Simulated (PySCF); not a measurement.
## NMR data sheet: C9H9FO2

* Formula: C9H9FO2
* SMILES: CCOC(=O)c1ccccc1F
* InChI: InChI=1S/C9H9FO2/c1-2-12-9(11)7-5-3-4-6-8(7)10/h3-6H,2H2,1H3
* Point group of the computed structure: C1
* Degrees of unsaturation: 5
* Carbon signals: 9
* Proton signals: 6

Bonds (- single, = double, # triple, : aromatic): C1-C2, C2-O3, O3-C4, C4=O5, C4-C6, C6:C7, C7:C8, C8:C9, C9:C10, C10:C11, C11-F12, C11:C6. C1 carries H13, H14, H15; C2 carries H16, H17; C7 carries H18; C8 carries H19; C9 carries H20; C10 carries H21.

Theory: couplings computed with B3LYP/pcJ-1 (spin–dipole term only in couplings to heteroatoms), σ from GIAO-PBE0/pcSseg-1, geometry: PBE0-D3(BJ)/def2-SVP, in PySCF 2.14.0 with density-fitted response routines (a single conformation, no solvent, no relativistic terms, one averaged value for each set of equivalent atoms).

Chemical shifts δ = σref − σ; $^{1}$H (σref 31.27), $^{13}$C (σref 184.41) vs TMS; CFCl3 for $^{19}$F (σref 177.25); H2O for $^{17}$O (σref 334.56), all at this level.

```tsv
carbon	δC, type	δH (multiplicity, J in Hz)	HMBC from (abs. J ≥ 3 Hz)	span of the C tensor (ppm)
C1	15.7, CH3	1.37 (t, 7.8)	–	35
C2	61.2, CH2	4.39 (q, 7.8)	H13/H14/H15	81
C4	168.9, C	–	H18, H16/H17	146
C6	121.5, C	–	H19, H21	161
C7	141.1, CH	8.52 (ddd, 8.9, 6.8, 1.6)	H20	237
C8	127.9, CH	7.31 (dd, 8.9, 8.1)	H21	226
C9	140.5, CH	7.58 (m)	H18	236
C10	122.0, CH	7.18 (dd, 11.1, 9.2)	H19	189
C11	170.6, C	–	H18, H20, H21	154
```

Other nuclei:
```
atoms   nucleus            environment  δ (ppm)  σ (ppm)
  F12  $^{19}$F          aryl fluorine   -101.2    278.4
   O5  $^{17}$O  ester carbonyl oxygen    405.9    -71.3
   O3  $^{17}$O    ester alkoxy oxygen    217.9    116.7
```

Selected couplings (Hz, signed; the shortest-range and largest first, 30 at most; isotopes $^{13}$C, $^{19}$F, $^{1}$H): $^{1}J$(C11,F12) -331.9, $^{1}J$(C7,H18) 174.4, $^{1}J$(C8,H19) 171.4, $^{1}J$(C10,H21) 170.8, $^{1}J$(C9,H20) 168.6, $^{1}J$(C2,H16) 151.9, $^{1}J$(C1,H13) 134.3, $^{2}J$(C10,F12) 20.6, $^{2}J$(C6,F12) 7.0, $^{3}J$(F12,H21) 11.1, $^{3}J$(H20,H21) 9.2, $^{3}J$(H18,H19) 8.9, $^{3}J$(H19,H20) 8.1, $^{3}J$(H13,H16) 7.8, $^{3}J$(C9,F12) 6.4, $^{3}J$(C4,F12) -5.2, $^{3}J$(C7,F12) -1.7, $^{4}J$(C8,F12) 6.9, $^{4}J$(F12,H18) 6.8, $^{4}J$(F12,H20) 4.1, $^{4}J$(H18,H20) 1.6.

1. Carbon types of the structure: 3 × C, 4 × CH, 1 × CH2, 1 × CH3, which accounts for all hydrogens.
2. δC 170.6: aromatic carbon bearing fluorine; σ withdrawal by the attached heteroatom moves it downfield of the ring CH carbons.
3. δC 168.9: ester carbonyl carbon; it is a carbonyl in resonance with an O or N lone pair, the region of acids, esters and amides.
4. δC 121.5: substituted aromatic carbon.
5. δC 61.2: sp3 CH2 bonded to O; deshielded by the electronegative neighbour.
6. δH 8.52, 7.58, 7.31, 7.18: hydrogen on an aromatic CH.
7. The protons at 8.52 and 7.31 share a coupling of 8.9 Hz (vicinal, an ortho-type coupling).
8. The protons at 1.37 and 4.39 share a coupling of 7.8 Hz (vicinal).

C–F couplings over four or more bonds (about 3 Hz to the para carbon of a fluoroarene) are left out. Common functionals overestimate the size of one-bond C–F couplings by tens of Hz; these are unscaled. Multiplet labels drop couplings under 1 Hz and merge nearly equal ones. Unscaled 3J(H,H) at this level run about 10 % above measured values. Shifts are as computed. Against solution values, carbons near 30 ppm lie about +2 ppm off and those near 130 ppm about +5 ppm. Of 1309 compounds with measured shifts, 239 miss one by over three times the rms of a fit or turn the order of signals round; such compounds aren't used in these exercises. Unscaled 19F shifts against computed CFCl3 carry errors that often reach 10 to 50 ppm. Unscaled 17O shifts of doubly bonded oxygen tend to come out too high, by tens of ppm or more. Experimental scales use liquid or dissolved standards, which lie at an offset from isolated H2O (liquid H2O: subtract about 36 ppm).
